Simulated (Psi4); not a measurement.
Dimer: CO (SMILES [C-]#[O+]) (first 2 atoms) with CH4O (SMILES CO); geometry from B3LYP-D3(BJ)/def2-TZVP, rigid monomers moved along the line of their centres of mass till C1···H8 is 2.66 Å.
(charge 0, multiplicity 1):
```xyz
8

C      0.680     0.496     0.419
O      0.850     0.379    -0.685
C     -0.053    -0.759     4.345
O     -0.556     0.446     3.791
H     -0.201    -1.616     3.678
H     -0.607    -0.944     5.265
H      1.012    -0.688     4.594
H     -0.100     0.611     2.958
```

The numbers are results of Psi4 with SAPT0/jun-cc-pV(D+d)Z, not measurements.

### Question
Which attractive term is largest, and how does the interaction split up?

### Answer
electrostatics -1.41, exchange 1.13, induction -0.32, dispersion -0.61, total -1.22 kcal/mol; the largest attraction is electrostatics.
